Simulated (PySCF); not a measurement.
Isomers of C7H12, one GFN2-xTB conformer each. Single-point energies are computed at PBE0/pcSseg-1 (PySCF, gas phase, no added dispersion term), electronic only.

```
      SMILES  GFN2-xTB relative energy (kJ/mol)
C=CCC1(C)CC1                                0.0
 C=CC/C=C\CC                               28.2
```

Conformers: `[CH2:1]=[CH:2][CH2:3][C:4]1([CH3:5])[CH2:6][CH2:7]1` with C1–C2–C3–C4 122°, C2–C3–C4–C5 -65°; `[CH2:1]=[CH:2][CH2:3]/[CH:4]=[CH:5]\[CH2:6][CH3:7]` with C1–C2–C3–C4 119°, C2–C3–C4–C5 -119°, C4–C5–C6–C7 113°.

What does PBE0/pcSseg-1 give for the same structures?

```tsv
SMILES	PBE0/pcSseg-1 E (Eh)	PBE0/pcSseg-1 (kJ/mol)	GFN2-xTB (kJ/mol)	point group
C=CC/C=C\CC	-273.54546	0.0	28.2	C1
C=CCC1(C)CC1	-273.54544	0.1	0.0	C1
```

GFN2-xTB puts C=CCC1(C)CC1 lowest instead. As drawn, the higher has a three-membered ring and a quaternary carbon, which the lower lacks. Neighbours under 10 kJ/mol apart (C=CC/C=C\CC and C=CCC1(C)CC1) can change places with a better method, another conformer or zero-point energy.

Which frontier levels, dipoles and rotational constants go with these structures?

```json
{"SMILES": "C=CC/C=C\\CC", "HOMO (eV, PBE0/pcSseg-1)": "-7.03", "LUMO (eV)": "0.21", "dipole (D)": "0.27", "A, B, C (MHz)": "4234, 1384, 1156"}
{"SMILES": "C=CCC1(C)CC1", "HOMO (eV, PBE0/pcSseg-1)": "-7.41", "LUMO (eV)": "0.49", "dipole (D)": "0.21", "A, B, C (MHz)": "5157, 1670, 1512"}
```
